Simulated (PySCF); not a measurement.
From a computed spectrum to the compound

A species of 3 atoms with charge -1 has these harmonic modes (PBE0, small Gaussian bases with core potentials, PySCF 2.14.0):

| cm⁻¹ | km/mol | symmetry |
| --- | --- | --- |
| 71 | 53.4 | a' |
| 224 | 39.7 | a' |
| 591 | 99.5 | a' |

(1) Which species is it, and in which structure?

Results:

(1) [YbOCl]− (singlet in the valence; each metal's 4f electrons, 14 of them, lie in its core potential, out of spins and levels):
```xyz
3

Yb    0.2570    0.0000   -0.2155
O     2.1439    0.0000    0.5045
Cl   -2.2590    0.0000    0.8414
```
Ideal gas at 298.15 K and 1 bar: S = 312.3 J/(mol K), Cp = 53.4 J/(mol K), H − H(0 K) = 13.8 kJ/mol (rigid rotor, harmonic modes, spin degeneracy alone, that of the 4f electrons in the core included). An lcecp potential fixes the number of 4f electrons, so in runs with it no electron can move into or out of that shell.
 This is one of several that fit.
